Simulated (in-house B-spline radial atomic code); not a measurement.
**LDA VWN5 excitations of Cl VI (Cl5+)**

Method: LDA VWN5. Computed with an all-electron radial atomic-structure program (B-spline basis): linear response of the closed shell [Ne] 3s2 with the functional's adiabatic kernel; scalar-relativistic (spin-free one-electron X2C), finite nucleus, no spin-orbit coupling, no double excitations, S, P, D and F terms only.

Command:
```bash
python run_td.py task.json out
```
Settings (radii: box in bohr, nucleus in fm):
```
Z                        17
electrons                12
configuration            [Ne] 3s2
hamiltonian              x2c
method                   lda,vwn
box_radius               16.35
rms_radius               3.3654
intervals                72
```

Time taken, with all properties: 0.4 s on 1 thread of Arm Neoverse N1 (shared host).

The lowest states, in the order of their Tamm-Dancoff energies; the method's threshold (minus the highest occupied level) is 89.54 eV. Labels give the largest channel, * marks a mixed state, and oscillator strengths are full-response dipole values. Semilocal kernels can invert the small singlet-triplet splittings of Rydberg terms. Energies in eV:

```csv
state,full response,Tamm-Dancoff,oscillator strength
3s → 3p 3P,12.214,12.407,-
3s → 3p 1P,18.677,19.436,1.24
3s → 3d 3D,33.10,33.17,-
3s → 3d 1D,35.67,35.68,-
3s → 4s 3S,50.27,50.28,-
3s → 4s 1S,51.38,51.42,-
3s → 4p 3P,55.32,55.33,-
3s → 4p 1P,55.59,55.63,0.154
3s → 4d 3D,62.31,62.31,-
3s → 4d 1D,?,?,-
3s → 4f 1F,64.58,64.59,-
3s → 4f 3F,64.63,64.64,-
3s → 5s 3S,68.14,68.14,-
3s → 5s 1S,68.47,68.48,-
3s → 5p 3P,70.26,70.26,-
3s → 5p 1P,?,?,?
```

**Question.** Where does 3s → 5p 1P lie?

**Answer.** At 70.35 eV in full response, 70.36 eV in Tamm-Dancoff, oscillator strength 0.0557.

**Question.** Where does 3s → 4d 1D lie?

**Answer.** At 62.35 eV in full response, 62.36 eV in Tamm-Dancoff.

**Question.** How large is the singlet-triplet splitting of 3s → 3p (P terms) in Tamm-Dancoff?

**Answer.** 7.03 eV, from the unrounded values.

**Question.** What polarisabilities and dispersion coefficient does the method give?

**Answer.** Dipole 2.753 bohr³, quadrupole 3.103 bohr⁵, C6 4.183 hartree·bohr⁶ for two such species.
